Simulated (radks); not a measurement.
Values are calculated unless marked as measured or tabulated.
Task: Species: Xe+. Configuration: [Kr] 4d10 5s2 5p5 (the NIST ground configuration). Code: a radial shooting solver on a logarithmic mesh with Libxc functionals. Model: Dirac Kohn-Sham, B86b exchange with PBE correlation, spin-unpolarised, spherical densities, finite nucleus; open shells fill j = l - 1/2 first; Fermi nuclear charge, rms radius 4.7859 fm. Some entries of the table are withheld. Estimate them.

orbital  occ.  eigenvalue (eV)  <r> (bohr)
1s1/2       2        -34358.13     0.02665
2s1/2       2        -5353.751      0.1142
2p1/2       2        -5030.574     0.09620
2p3/2       4        -4705.874      0.1020
3s1/2       2        -1103.093      0.3060
3p1/2       2        -968.7376      0.2962
3p3/2       4        -907.0658      0.3078
3d3/2       4        -670.6461      0.2787
3d5/2       6        -657.6139      0.2824
4s1/2       2        -207.2450      0.7167
4p1/2       2              (1)      0.7458
4p3/2       4              (2)      0.7735
4d3/2       4              (3)         (4)
4d5/2       6              (5)         (6)
5s1/2       2         -29.0008         (7)
5p1/2       2         -17.9204       2.127
5p3/2       3         -16.5422       2.220

Result: 
(1) 4p1/2 eigenvalue (eV): -159.6785
(2) 4p3/2 eigenvalue (eV): -147.3831
(3) 4d3/2 eigenvalue (eV): -70.4509
(4) 4d3/2 <r> (bohr): 0.8699
(5) 4d5/2 eigenvalue (eV): -68.4639
(6) 4d5/2 <r> (bohr): 0.8807
(7) 5s1/2 <r> (bohr): 1.826
